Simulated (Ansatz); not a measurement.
One change: `F[CH]([AlH2])[SiH3]` becomes `F[CH]([SiH3])[AlH][SH]`.

Ansatz, PBE0-D4/def2-TZVP geometries, multiplicity 1. Each molecule was computed in one conformer, which needn't be the lowest.

| property | `F[CH]([AlH2])[SiH3]` |
| --- | --- |
| LUMO energy (PBE/def2-TZVPP) / eV | -2.48 |
| HOMO–LUMO gap (PBE0/def2-TZVPP) / eV | 6.00 |
| LUMO energy (B3LYP/def2-TZVPP) / eV | -1.93 |
| HOMO energy (B3LYP/def2-TZVPP) / eV | -7.50 |
| HOMO–LUMO gap (B3LYP/def2-TZVPP) / eV | 5.57 |
| size of the dipole moment (ωB97M-V/def2-TZVPP) / D | 1.35 |

Q: Give the same properties after the change, and the shifts. (Estimate.)

A: The calculation gave: 
```json
{"property": "LUMO energy (PBE/def2-TZVPP) / eV", "`F[CH]([SiH3])[AlH][SH]`": "-2.08", "shift": "0.40"}
{"property": "HOMO–LUMO gap (PBE0/def2-TZVPP) / eV", "`F[CH]([SiH3])[AlH][SH]`": "6.50", "shift": "0.50"}
{"property": "LUMO energy (B3LYP/def2-TZVPP) / eV", "`F[CH]([SiH3])[AlH][SH]`": "-1.52", "shift": "0.41"}
{"property": "HOMO energy (B3LYP/def2-TZVPP) / eV", "`F[CH]([SiH3])[AlH][SH]`": "-7.58", "shift": "-0.08"}
{"property": "HOMO–LUMO gap (B3LYP/def2-TZVPP) / eV", "`F[CH]([SiH3])[AlH][SH]`": "6.06", "shift": "0.49"}
{"property": "size of the dipole moment (ωB97M-V/def2-TZVPP) / D", "`F[CH]([SiH3])[AlH][SH]`": "1.60", "shift": "0.25"}
```

With PBE0 the HOMO falls by 0.12 eV and the LUMO rises by 0.38 eV, so the gap widens by about 0.50 eV. PBE moves the HOMO by -0.18 eV and ωB97M-V by -0.09 eV. Dipoles are sizes alone; their direction can turn.

B3LYP here is the variant with VWN-RPA as its local correlation; programs differ in this.
